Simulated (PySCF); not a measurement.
## How methods differ on the fine-structure interval of Ce³⁺

Ce³⁺ [Xe] 4f1 [4f5/2^1, M_J = 5/2] → Ce³⁺ [Xe] 4f1 [4f7/2^1, M_J = 7/2], as a difference of total energies. All numbers are calculated (PySCF 2.14, the two-component X2C-1e Hamiltonian, in x2c-SVPall-2c). Correlated levels: [Ar] 3d10 frozen; the 16 highest virtual spinors dropped. "Screened" scales the spin-orbit matrix elements by Boettger's factors to mimic the two-electron term; Breit and QED terms are absent.

```csv
method,fine-structure interval (cm⁻¹)
GHF (screened spin-orbit),2252.6
GMP2 (screened spin-orbit),2338.5
GHF (bare spin-orbit),4678.3
```
